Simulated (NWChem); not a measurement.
CHBr$_{2}$F; SMILES FC(Br)Br

Computed with NWChem. Geometry: optimised at PBE-D3(BJ)/def2-SVP. Total energies compare along this basis series because the functional is fixed.

```json
[
 {"level": "TPSS/pcseg-1", "basis functions": "87", "energy (Ha)": "-5286.0533", "highest occupied level (eV)": "-7.23", "orbital gap (eV)": "4.81", "dipole (D)": "1.22"},
 {"level": "TPSS/aug-pcseg-1", "basis functions": "127", "energy (Ha)": "-5286.0678", "highest occupied level (eV)": "(withheld)", "orbital gap (eV)": "(withheld)", "dipole (D)": "(withheld)"},
 {"level": "TPSS/pcseg-2", "basis functions": "160", "energy (Ha)": "-5286.8240", "highest occupied level (eV)": "-7.24", "orbital gap (eV)": "4.81", "dipole (D)": "1.16"},
 {"level": "TPSS/STO-3G", "basis functions": "47", "energy (Ha)": "-5228.5127", "highest occupied level (eV)": "-3.99", "orbital gap (eV)": "5.84", "dipole (D)": "1.33"},
 {"level": "TPSS/def2-SVP", "basis functions": "97", "energy (Ha)": "-5285.9523", "highest occupied level (eV)": "-7.05", "orbital gap (eV)": "4.89", "dipole (D)": "1.17"}
]
```

Problem. Fill in the missing entries.

Solution. 
- TPSS/aug-pcseg-1, highest occupied level (eV): -7.32
- TPSS/aug-pcseg-1, orbital gap (eV): 4.71
- TPSS/aug-pcseg-1, dipole (D): 1.11
